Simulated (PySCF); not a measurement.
Field gradients at the hydrogen positions

C₅H₇NO₂.
Z-matrix (Å and degrees, GFN2-xTB geometry), rows numbered from 1:
```
C 
O   1  1.4150
C   2  1.3258  1  115.28
C   3  1.3025  2  151.70  1   173.73
N   4  1.3740  3  153.30  2    -0.14
C   5  1.3594  4  124.32  3    -4.62
O   6  1.2015  5  126.02  4    -0.16
C   4  1.5040  3   64.45  2   178.65
H   1  1.0880  2  106.13  3   172.09
H   1  1.0936  2  111.31  3    52.75
H   1  1.0944  2  110.97  3   -69.02
H   5  1.0102  4  115.99  3   175.63
H   6  1.1074  5  110.65  4   179.81
H   8  1.0875  3  119.94  4  -106.02
H   8  1.0879  3  120.21  4   105.66
```

Level: PBE0/pcSseg-1 (PySCF, non-relativistic); Q(2H) = 0.00286 b; rigid geometry, the same for H and D, with no vibrational averaging.

Question: Rank these positions by the coupling χzz of a deuteron there, largest first.
A. H13 (formyl hydrogen)
B. H9 (methyl hydrogen)
C. H14 (methylene hydrogen)
D. H12 (amide N–H hydrogen)
E. H11 (methyl hydrogen)

Answer: D (267 kHz), C (212 kHz), B (204 kHz), E (196 kHz), A (181 kHz).

Give the electric field gradient Vzz (the principal value of largest size), its asymmetry and the 2H coupling at each hydrogen.

```json
{"atom": "H9", "bonded to": "C1", "bond length (Å)": "1.088", "Vzz (au)": "0.3043", "η": "0.08", "χzz (kHz)": "204"}
{"atom": "H10", "bonded to": "C1", "bond length (Å)": "1.094", "Vzz (au)": "0.2927", "η": "0.09", "χzz (kHz)": "197"}
{"atom": "H11", "bonded to": "C1", "bond length (Å)": "1.094", "Vzz (au)": "0.2919", "η": "0.08", "χzz (kHz)": "196"}
{"atom": "H12", "bonded to": "N5", "bond length (Å)": "1.010", "Vzz (au)": "0.3979", "η": "0.19", "χzz (kHz)": "267"}
{"atom": "H13", "bonded to": "C6", "bond length (Å)": "1.107", "Vzz (au)": "0.2701", "η": "0.08", "χzz (kHz)": "181"}
{"atom": "H14", "bonded to": "C8", "bond length (Å)": "1.087", "Vzz (au)": "0.3153", "η": "0.06", "χzz (kHz)": "212"}
{"atom": "H15", "bonded to": "C8", "bond length (Å)": "1.088", "Vzz (au)": "0.3144", "η": "0.06", "χzz (kHz)": "211"}
```

Average by the element that carries the hydrogen.

on C: 200 kHz over 6 positions, mean bond length 1.093 Å; on N: 267 kHz over 1 position, mean bond length 1.010 Å.

A static deuteron (I = 1) shows a doublet split by (3/2)χ, (3/4)χ(1 + η) and (3/4)χ(1 − η) with the field along z, y and x of the gradient. What are these for H9?

With |χ| = 204.5 kHz and η = 0.077: 307, 165 and 142 kHz, to first order and without motion.

One conformer (not necessarily the lowest) at the GFN2-xTB geometry, without solvent, vibrations or thermal averaging. GFN2-xTB bond lengths can be off by several hundredths of an ångström, more for odd bonds, and the gradients follow them. A larger basis could move these couplings by a tenth or more.

These values come from a run that also computed NMR shieldings. Time: 32 s wall. Hardware: one thread of an x86-64 server, no GPU, shared host.
